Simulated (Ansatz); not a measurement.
(MeSi)4O6 adamantane (C₄H₁₂O₆Si₄). Total charge 0; singlet. Geometry r2SCAN-D4/def2-SVP.

Cartesian coordinates in Å:
```
Si 0.2455 0.7480 1.5672
C 0.5016 1.5299 3.2051
O 0.2805 1.8433 0.2960
Si 0.0552 1.2295 -1.2497
C 0.1131 2.5142 -2.5558
O -1.4059 0.4057 -1.1929
Si -1.5634 -0.7944 -0.0302
C -3.1970 -1.6250 -0.0620
O -1.2284 -0.0433 1.4328
O -0.2804 -1.8433 -0.2962
Si 1.2626 -1.1830 -0.2875
C 2.5823 -2.4190 -0.5874
O 1.4058 -0.4054 1.1930
O 1.2283 0.0433 -1.4330
H 0.4715 0.7714 4.0018
H -0.2844 2.2744 3.4023
H 1.4782 2.0356 3.2412
H 1.1035 2.9931 -2.5798
H -0.6449 3.2891 -2.3664
H -0.0829 2.0680 -3.5424
H -4.0009 -0.8995 0.1336
H -3.2427 -2.4121 0.7057
H -3.3744 -2.0860 -1.0453
H 2.5646 -3.1964 0.1913
H 3.5709 -1.9358 -0.5756
H 2.4416 -2.9020 -1.5660
```

Estimate the orbital energies around the gap (eV) in Ansatz with HF/STO-3G, PBE-D4/def2-SVP, PBE-D4/def2-TZVP, r2SCAN-D4/def2-TZVP, PBE0-D4/def2-TZVP.


| orbital | HF/STO-3G | PBE-D4/def2-SVP | PBE-D4/def2-TZVP | r2SCAN-D4/def2-TZVP | PBE0-D4/def2-TZVP |
| --- | --- | --- | --- | --- | --- |
| HOMO−5 | -8.83 | -7.37 | -7.54 | -7.92 | -9.10 |
| HOMO−4 | -8.79 | -7.37 | -7.54 | -7.92 | -9.10 |
| HOMO−3 | -8.79 | -7.37 | -7.54 | -7.92 | -9.10 |
| HOMO−2 | -8.24 | -6.92 | -7.09 | -7.50 | -8.80 |
| HOMO−1 | -8.24 | -6.92 | -7.09 | -7.50 | -8.80 |
| HOMO | -8.24 | -6.92 | -7.09 | -7.50 | -8.80 |
| LUMO | 10.88 | 0.48 | -0.07 | 0.60 | 0.75 |
| LUMO+1 | 11.84 | 1.04 | 0.61 | 1.21 | 1.40 |
| LUMO+2 | 11.84 | 1.04 | 0.61 | 1.21 | 1.40 |
| LUMO+3 | 12.47 | 1.27 | 0.61 | 1.35 | 1.40 |
| LUMO+4 | 12.47 | 1.27 | 0.73 | 1.35 | 1.72 |
| LUMO+5 | 12.47 | 1.27 | 0.73 | 1.35 | 1.72 |
